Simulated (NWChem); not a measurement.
Species: AgH2OCl; SMILES [OH2]->[Ag][Cl]

```xyz
5

Ag     0.0005     0.2131    -0.0202
Cl    -0.0005    -2.0682     0.0166
O     -0.0008     2.4304    -0.0142
H      0.7649     2.8526     0.3933
H     -0.7730     2.8462     0.3877
```
Atoms are numbered in this order, from 1.

Program: NWChem. Geometry: optimised at PBE0/def2-SVP. Not confirmed as a minimum by frequencies. def2 effective core potentials on Ag; no spin-orbit coupling. Ions are spin-unrestricted doublets at the neutral geometry; other ion states weren't tried.

For level PBE/def2-SVP:

```
Item           Result
-------------  ------
−ε(HOMO) (eV)    5.41
```

Q: What are these values for level B3LYP/def2-SVP?

A: 
* **−ε(HOMO) (eV)**: 6.41
